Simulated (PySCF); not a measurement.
Job file and geometry (Å, from GFN2-xTB) of an NMR shielding run on `CP(C)C(C)(C)C`, C$_{6}$H$_{15}$P, GIAO PBE0/pcSseg-1 NMR shielding, non-relativistic, gas phase (PySCF); density fitting, a coarse starting grid and PySCF grid level 2 are the driver's defaults:

```
$ OMP_NUM_THREADS=1 python probes_run.py task.json out

{"job": {"kind": "nmr", "xc": "PBE0", "basis": "pcSseg-1"}, "charge": 0, "multiplicity": 1}
C      1.377929     1.788160     0.322066
P      1.013529     0.071434     0.917020
C      2.115714    -0.825663    -0.272084
C     -0.700937    -0.229111     0.154764
C     -0.930906    -1.740951     0.139447
C     -0.903497     0.338119    -1.246693
C     -1.700209     0.418990     1.115042
H      1.407317     1.848577    -0.763941
H      0.635669     2.479811     0.714148
H      2.350385     2.073780     0.721314
H      2.034001    -1.897568    -0.106995
H      1.886373    -0.592254    -1.310342
H      3.140741    -0.525782    -0.058063
H     -0.320524    -2.220568    -0.622787
H     -0.680281    -2.174540     1.107011
H     -1.976335    -1.961402    -0.074250
H     -0.155837    -0.034425    -1.944210
H     -0.870092     1.425105    -1.241923
H     -1.882583     0.036148    -1.618187
H     -2.721565     0.247416     0.777403
H     -1.538916     1.493849     1.176626
H     -1.590389     0.000261     2.113783
```

Problem. Write the output of this run.

Solution. 
```
coarse grid: 17440 points
cycle   1  E = -578.4435517432  dE =  3.997e-01  |g| = 5.036e-01  |ddm| = 3.958e+00
cycle   2  E = -578.4283527619  dE =  1.520e-02  |g| = 5.641e-01  |ddm| = 9.432e-01
cycle   3  E = -578.5108509864  dE = -8.250e-02  |g| = 4.873e-02  |ddm| = 5.220e-01
cycle   4  E = -578.5113060468  dE = -4.551e-04  |g| = 2.565e-02  |ddm| = 8.589e-02
cycle   5  E = -578.5114606756  dE = -1.546e-04  |g| = 4.945e-03  |ddm| = 2.657e-02
cycle   6  E = -578.5114669127  dE = -6.237e-06  |g| = 1.609e-03  |ddm| = 8.429e-03
final grid: 159760 points
cycle   7  E = -578.5571234251  dE = -7.767e-05  |g| = 1.152e-02  |ddm| = 4.934e-02
cycle   8  E = -578.5571098477  dE =  1.358e-05  |g| = 1.369e-02  |ddm| = 2.071e-02
cycle   9  E = -578.5571570741  dE = -4.723e-05  |g| = 8.356e-04  |ddm| = 1.205e-02
cycle  10  E = -578.5571572251  dE = -1.510e-07  |g| = 3.305e-04  |ddm| = 1.366e-03
cycle  11  E = -578.5571572502  dE = -2.508e-08  |g| = 8.531e-05  |ddm| = 3.533e-04
cycle  12  E = -578.5571572520  dE = -1.775e-09  |g| = 2.559e-05  |ddm| = 1.307e-04
cycle  13  E = -578.5571572521  dE = -1.689e-10  |g| = 4.647e-06  |ddm| = 3.201e-05
converged SCF energy = -578.5571572521

GIAO shielding tensors (ppm)
atom      isotropic    diamagn.    paramagn.     s11        s22        s33       span
  0 C      174.175     254.642     -80.466    166.188    169.424    186.914     20.726
  1 P      363.859     967.975    -604.115    318.617    344.122    428.839    110.222
  2 C      175.173     254.536     -79.363    164.574    172.427    188.517     23.943
  3 C      156.530     248.680     -92.150    152.125    154.920    162.544     10.418
  4 C      157.050     249.247     -92.197    141.069    145.236    184.847     43.778
  5 C      164.079     249.152     -85.073    149.436    156.301    186.499     37.063
  6 C      156.047     248.548     -92.500    135.742    146.111    186.289     50.547
  7 H       30.938      33.047      -2.109     26.796     29.983     36.034      9.237
  8 H       30.759      32.314      -1.555     25.449     29.155     37.673     12.225
  9 H       30.759      30.618       0.141     26.081     27.473     38.722     12.641
 10 H       30.714      31.845      -1.132     25.463     28.673     38.005     12.542
 11 H       30.781      33.192      -2.411     26.241     30.296     35.805      9.565
 12 H       30.939      30.723       0.215     26.188     27.952     38.676     12.489
 13 H       30.732      32.693      -1.961     25.865     29.888     36.442     10.577
 14 H       30.666      31.830      -1.163     26.480     28.352     37.167     10.687
 15 H       30.811      31.759      -0.948     26.827     28.022     37.584     10.757
 16 H       30.556      32.961      -2.405     25.651     29.799     36.219     10.568
 17 H       30.858      33.060      -2.202     26.113     29.678     36.782     10.669
 18 H       30.881      32.168      -1.287     26.755     28.458     37.431     10.676
 19 H       30.810      31.480      -0.670     26.771     28.073     37.585     10.814
 20 H       30.637      32.149      -1.512     25.642     29.638     36.630     10.987
 21 H       30.546      31.413      -0.868     26.523     28.026     37.089     10.566
```

Problem. Turn these shieldings into chemical shifts. δ = σ(ref) − σ, references computed at the same level: $^{13}$C (186.93 ppm), $^{1}$H (31.72 ppm) against TMS; $^{31}$P (318.38 ppm) against H3PO4.

Solution. Averaging equivalent atoms: C 3: 30.4; C 4/5/6: 27.9; C 0/2: 12.3; P 1: -45.5; H 13/14/15/16/17/18/19/20/21: 1.00; H 7/8/9/10/11/12: 0.90 ppm. Experimental scales use liquid or dissolved standards, which lie at an offset from isolated H3PO4.

Size and cost of the density-fitted run: 201 basis functions, roughly 100 core-seconds.
